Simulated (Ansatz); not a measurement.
`C[O][Ge][SH]` + H–F → `C[O][Ge][F]` + H₂S at 600 K and 1 bar (ligand exchange at a Ge–S bond).

Calculated with Ansatz (gas phase, PBE0-D4/def2-TZVP geometries, no zero-point term in ΔE). CCSD(T)/CBS is the MP2 limit (def2-TZVPP, def2-QZVPP) plus CCSD(T) − MP2 in def2-TZVPP, frozen cores. This one scheme is used for every species. For Ge outer-core shells are correlated without core-valence functions, which leaves a few kJ/mol of doubt a bond. Scalar relativity is left out up to krypton. Each species was taken in one conformer, which may not be the lowest.

```
       species  CCSD(T)/CBS energy (Eh)  H − E (kJ/mol)  S (J/(mol·K))
`C[O][Ge][SH]`              -2589.55031           185.5          410.9
           H–F               -100.39570            42.3          194.0
 `C[O][Ge][F]`              -2290.98541           159.4          383.1
           H₂S               -398.97279            60.8          230.9
```

H − E and S are ideal-gas, rigid-rotor, harmonic terms from PBE0-D4/def2-TZVP, for one conformer and one mirror image of each species. 1 Eh = 2625.50 kJ/mol, R = 8.31446 J/(mol·K).

**Question.** By hand: ΔE, ΔH, ΔS and ΔG.

**Answer.** ΔE = (-2290.98541) + (-398.97279) − (-2589.55031) − (-100.39570) = -0.01219 Eh = -32.0 kJ/mol. Δ(H − E) = 159.4 + 60.8 − 185.5 − 42.3 = -7.6, so ΔH = -39.6 kJ/mol. ΔS = 383.1 + 230.9 − 410.9 − 194.0 = 9.1 J/(mol·K). ΔG = -39.6 − 600 × (9.1)/1000 = -45.1 kJ/mol.

**Question.** By hand: the equilibrium constant, and the temperature at which ΔG would vanish if ΔH and ΔS stayed fixed.

**Answer.** log₁₀ K = −ΔG/(RT ln 10) = 3.9. ΔH and −TΔS have one sign here, so there is no such temperature.

The number of gas molecules stays the same, so ΔS is small and ΔH decides. A doubt of 5 kJ/mol in ΔE shifts log₁₀ K by 0.4 here. Other conformers and mirror images would add mixing entropy, several J/(mol·K) or more a flexible species. These are equilibria of isolated gas molecules and say nothing of rates. Largest T1 diagnostic: 0.015 (customary marks: 0.02 for closed shells, 0.045 for open ones).

ΔS is within the doubt of such terms, so its sign, and with it that verdict, could turn.
